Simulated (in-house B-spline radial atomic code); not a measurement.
Computed with a B-spline radial atomic code. Model: two electrons, singlet ground state, non-relativistic, full CI in B-splines with partial waves to l = 8 (at full coupling up to 3e-4 hartree above the limit, correlation up to 0.6 % small), density held at that of full coupling by Lieb maximisation.

Along the adiabatic connection the electron repulsion is scaled by a coupling λ while a local potential keeps the density fixed. At λ = 0 the system is the Kohn-Sham one and W equals the exchange energy; the exchange-correlation energy is the area under W between 0 and 1. The kinetic energy rises with λ as the electrons avoid each other, with dT/dλ = −λ dW/dλ.

Command:
```bash
python run_ac.py task.json out
```
Settings (lengths in bohr, energies in hartree):
```
potential              coulomb
strength               1.04
lmax                   8
```

Run time, properties included: 58 s on 1 thread of Intel(R) Xeon(R) Processor @ 2.30GHz, on a shared host.

**W = mean repulsion less Hartree energy, and W of three functionals.**

Given: confinement point charge; nuclear charge 1.04; external potential -Z/r.

Computed: LDA exchange minus exact 49.493 millihartree; PBE exchange minus exact -8.2664 millihartree.

```
coupling  W xc (hartree)  W xc minus exchange (millihartree)  kinetic minus Kohn-Sham (millihartree)  LDA (PW92) W minus its exchange (millihartree)  PBE W minus its exchange (millihartree)  SCAN W minus its exchange (millihartree)
       0        -0.40983                                   0                                       0                                               0                                        0                                         0
    0.02               ?                                   ?                                       ?                                               ?                                        ?                                         ?
    0.05        -0.41561                              -5.783                                    0.14                                          -18.84                                    -3.69                                     -4.25
    0.12        -0.42309                             -13.263                                    0.77                                          -34.34                                    -8.89                                     -9.65
    0.25        -0.43532                             -25.489                                    3.02                                          -54.44                                   -18.03                                     -18.5
     0.4        -0.44722                              -37.39                                    6.86                                          -71.38                                   -27.59                                     -27.3
     0.6        -0.46025                             -50.428                                   13.33                                          -88.61                                   -38.79                                    -37.31
     0.8               ?                                   ?                                       ?                                               ?                                        ?                                         ?
       1        -0.47965                             -69.821                                    28.6                                         -113.36                                   -57.02                                    -53.23
     1.4        -0.49336                             -83.536                                   44.91                                         -131.05                                   -71.27                                    -65.47
       2         -0.5078                             -97.969                                   69.17                                         -150.45                                   -87.78                                    -79.42
```

**Question.** What belongs in the row 0.02?

**Answer.** W xc (hartree): -0.41219; W xc minus exchange (millihartree): -2.36; kinetic minus Kohn-Sham (millihartree): 0.02; LDA (PW92) W minus its exchange (millihartree): -9.59; PBE W minus its exchange (millihartree): -1.46; SCAN W minus its exchange (millihartree): -1.75.

**Question.** What belongs in the row 0.8?

**Answer.** W xc (hartree): -0.47086; W xc minus exchange (millihartree): -61.034; kinetic minus Kohn-Sham (millihartree): 20.72; LDA (PW92) W minus its exchange (millihartree): -102.18; PBE W minus its exchange (millihartree): -48.5; SCAN W minus its exchange (millihartree): -45.84.

**Question.** What is the SCAN exchange minus exact?

**Answer.** -10.04 millihartree.

**Energy parts, natural occupations and partial-wave weights.**

Computed: total energy -0.5841 hartree; kinetic part of the DFT correlation energy 0.0286 hartree; initial slope twice GL2 -0.11954 hartree; kinetic part over minus potential part 0.40962; Hartree energy 0.81965 hartree; Kohn-Sham kinetic 0.55541 hartree; Lieb Oxford ratio E_xc over LDA exchange 1.2517.

| natural | occupation of the shell (electrons) |
| --- | --- |
| s | 1.9056 |
| s | 0.069298 |
| p | ? |
| d | 0.00064248 |
| p | 0.00049404 |
| s | 0.00040532 |

**Question.** What belongs in the row p?

**Answer.** occupation of the shell (electrons): 0.023298.

| wave | weight |
| --- | --- |
| s | 0.98767 |
| p | 0.011915 |
| d | 0.00035439 |
| f | ? |
| g | 9.1986e-06 |

**Question.** What belongs in the row f?

**Answer.** weight: 4.2676e-05.

**Question.** What is the exchange energy?

**Answer.** -0.40983 hartree.

**Question.** What is the correlation energy?

**Answer.** -0.041221 hartree.

Half-way to full coupling W has made 63 % of its drop, against 50 % for a straight line, and second-order (GL2) theory, half the initial slope, overshoots the correlation energy by about 45 %: a marked bend. Over couplings 0 to 1 the errors in E_xc come to about +16 millihartree for LDA, +1.2 millihartree for PBE, +0.5 millihartree for SCAN, so SCAN is nearest. In LDA and PBE and SCAN the errors of exchange and correlation have opposite signs, so the sum is smaller than the larger of the two.
